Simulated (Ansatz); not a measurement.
Mg9S9 (started as a model of: 2x3x3 MgS rock-salt block), 18 atoms. Hardware: 2 threads of AMD EPYC 7R13 on a shared host and a share (18 GiB) of an NVIDIA H100 80GB HBM3.

Correlated methods freeze 54 core orbitals; core or outer-core shells of Mg are correlated, in sets that lack core-valence functions. Single mean-field runs in def2-TZVP are fitted with def2-universal-jkfit.

How many basis functions does each of these Ansatz runs have, and roughly what does it cost? ωB97X-V/def2-TZVP, charge 0 singlet, energy, from earlier orbitals; RPA@PBE/def2-SVP, charge 0 singlet, energy, from earlier orbitals; PBE-D4/def2-SVP, charge 0 singlet, energy, from earlier orbitals; r2SCAN-D4/def2-TZVP, charge 0 singlet, energy, from earlier orbitals; PBE0-D4/def2-SVP, charge 0 singlet, energy, from earlier orbitals; PBE-D4/def2-SVP, charge 0 singlet, relaxation, 5 steps; PBE-D4/def2-TZVP, charge 0 singlet, energy and forces, from earlier orbitals; PBE0-D4/def2-TZVP, charge 0 singlet, energy, from earlier orbitals; MP2/def2-SVP, charge 0 singlet, energy, from earlier orbitals.

Other jobs shared the machine, so times can vary by a factor of up to 3.

| run | functions | fitting or Cholesky vectors | wall time | peak host memory (GiB) |
| --- | --- | --- | --- | --- |
| PBE0-D4/def2-TZVP, charge 0 singlet, energy, from earlier orbitals | 621 | 2160 | 3.8 s | 1 |
| MP2/def2-SVP, charge 0 singlet, energy, from earlier orbitals | 324 | 2718 | 3.8 s | 0.9 |
| PBE-D4/def2-TZVP, charge 0 singlet, energy and forces, from earlier orbitals | 621 | 2160 | 4.4 s | 1.1 |
| PBE-D4/def2-SVP, charge 0 singlet, energy, from earlier orbitals | 324 | 3456 | 4.6 s | 1 |
| PBE0-D4/def2-SVP, charge 0 singlet, energy, from earlier orbitals | 324 | 2718 | 4.9 s | 0.96 |
| r2SCAN-D4/def2-TZVP, charge 0 singlet, energy, from earlier orbitals | 621 | 2160 | 5.5 s | 1.1 |
| RPA@PBE/def2-SVP, charge 0 singlet, energy, from earlier orbitals | 324 | 2718 | 5.5 s | 1.7 |
| ωB97X-V/def2-TZVP, charge 0 singlet, energy, from earlier orbitals | 621 | 2160 | 7.5 s | 1.3 |
| PBE-D4/def2-SVP, charge 0 singlet, relaxation, 5 steps | 324 | 3456 | 13 s | 1 |
